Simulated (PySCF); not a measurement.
Excitation energy of Ag by level of theory

Ag [Kr] 4d10 5s1 (2S) → Ag [Kr] 4d9 5s1 6s1 (4D), as a difference of total energies. Computed with PySCF 2.14 in aug-cc-pVTZ-PP with ECP28MDF, with a scalar-relativistic core potential. Correlated levels: valence: 4s2 4p6 frozen. The calculations carry no spin-orbit coupling.

| method | excitation energy (eV) |
| --- | --- |
| UHF | 8.296 |
| LDA | 10.262 |
| PBE | 9.850 |
| PBE0 | 9.682 |
| r2SCAN | 9.803 |
| PW91 | 9.899 |
| r2SCANh | 9.758 |
| BLYP | 9.924 |
| LC-wPBE | 9.631 |
| MP2 (valence) | 10.235 |
| SCS-MP2 (valence) | 10.127 |

Question: How much does correlation contribute at MP2 (valence)?

Answer: 10.235 − (8.296) = 1.939 eV, measured against UHF.

The upper state lies above the first ionisation limit, but in LS coupling its spin forbids autoionisation to the ground ion. A Rydberg-like electron needs more diffuse functions than a valence basis has.

The promoted electron is Rydberg-like, and one or two diffuse shells describe it only roughly, which tends to raise the upper state.
